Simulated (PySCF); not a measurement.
Species: ZrMeF3, CH3F3Zr (singlet state).
Bonds: Zr1–C2, Zr1–F6, Zr1–F7, Zr1–F8. Hydrogens: H3, H4, H5 on C2.

Method used: PySCF, PBE0-D3(BJ)/def2-SVP geometry optimisation, gas phase, def2 core potentials past Kr.

Problem. Give the optimised bond lengths and angles.

Solution. 
| bond | length (Å) |
| --- | --- |
| Zr1–C2 | 2.196 |
| Zr1–F6, Zr1–F7, Zr1–F8 | 1.901 |
| C2–H3, C2–H4, C2–H5 | 1.104 |

Bonds in one row agree within 0.01 Å and their mean is given. A selection of angles:
| angle | degrees |
| --- | --- |
| C2–Zr1–F6 | 105.7 |
| F6–Zr1–F7 | 113.1 |
| Zr1–C2–H3 | 110.4 |
| Zr1–C2–H4 | 111.3 |
| H3–C2–H4 | 108.0 |

Zr1 (zirconium bonded to C and 3 F) is distorted tetrahedral (angles from 105.4° to 113.2°). All 3 F–Zr bonds measure 1.901 Å.

Stationary, but not proved a minimum.
